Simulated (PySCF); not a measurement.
## PbBr⁺: frontier orbitals

PBEsol at R = 2.513 Å; basis Pb cc-pVDZ-PP with ECP60, Br cc-pVDZ-PP with ECP10; scalar-relativistic core potentials; PySCF 2.14. State: ¹Σ⁺ (singlet), closed shell. Only the outer orbitals are listed, counted within each symmetry, core potentials removing the inner ones.

```
orbital  occ.  ε (eV)  on Pb (%)   main shells (%)
     7σ     2  -25.19         11           88 Br s
     8σ     2  -19.24         86           86 Pb s
     9σ     2  -13.40         34  65 Br p, 25 Pb p
     5π     2  -12.80         11  88 Br p, 10 Pb p
     5π     2  -12.80         11  88 Br p, 10 Pb p
     6π     0   -9.46         90  90 Pb p, 10 Br p
     6π     0   -9.46         90  90 Pb p, 10 Br p
    10σ     0   -6.98         81  77 Pb p, 20 Br p
```

**Question.** Which are the highest filled and the lowest empty level, where do they sit, and how wide is the gap?

**Answer.** Highest filled 5π at -12.80 eV (in %: 88 Br p, 10 Pb p); lowest empty 6π at -9.46 eV (in %: 90 Pb p, 10 Br p); the gap at PBEsol is 3.34 eV.

- bond order (Mayer): 1.57
- ⟨S²⟩: 0.000
- charge on Pb (Mulliken, basis-dependent): 1.01
- charge on Pb (Löwdin, basis-dependent): 0.95
- dipole moment (positive dipole points towards Br; it is taken about the centre of mass and depends on that origin): -3.08 D

Spin–orbit coupling is left out, which matters for elements this heavy, above all for dissociation energies.
